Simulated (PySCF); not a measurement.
C₃H₅Br, SMILES C(=C)(Br)C. The structure is a stationary point at PBE-D3(BJ)/def2-SVP.

### Question
Give the equilibrium geometry at PBE-D3(BJ)/def2-SVP (PySCF confirms it by a frequency run) as Cartesian coordinates in Å, and its point group. (An estimate is asked for; the answer gives what the named calculation found.)

### Answer
point group Cs.
```xyz
9

C      1.3488    -1.5130     0.0000
C      0.1296    -0.9499     0.0000
C     -1.1875    -1.6603     0.0000
Br    -0.0241     0.9656     0.0000
H      2.2724    -0.9182     0.0000
H      1.4342    -2.6115     0.0000
H     -1.7881    -1.3844     0.8913
H     -1.0330    -2.7575     0.0000
H     -1.7881    -1.3844    -0.8913
```
